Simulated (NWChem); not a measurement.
Species: dimethyl selenide (C2H6Se); SMILES C[Se]C

Computed with NWChem. Structure relaxed at the PBE0/def2-SVP level. Static field.

```json
[
 {"level": "PBE/def2-SVPD", "isotropic polarisability (bohr³)": "[?]", "anisotropy (bohr³)": "13.5"},
 {"level": "B3LYP/def2-SVPD", "isotropic polarisability (bohr³)": "56.3", "anisotropy (bohr³)": "13.7"},
 {"level": "BHandHLYP/def2-SVPD", "isotropic polarisability (bohr³)": "54.8", "anisotropy (bohr³)": "13.9"},
 {"level": "Hartree-Fock/def2-SVPD", "isotropic polarisability (bohr³)": "53.7", "anisotropy (bohr³)": "13.8"}
]
```

Task: What belongs in the gaps?

Result: 
- PBE/def2-SVPD, isotropic polarisability (bohr³): 57.4
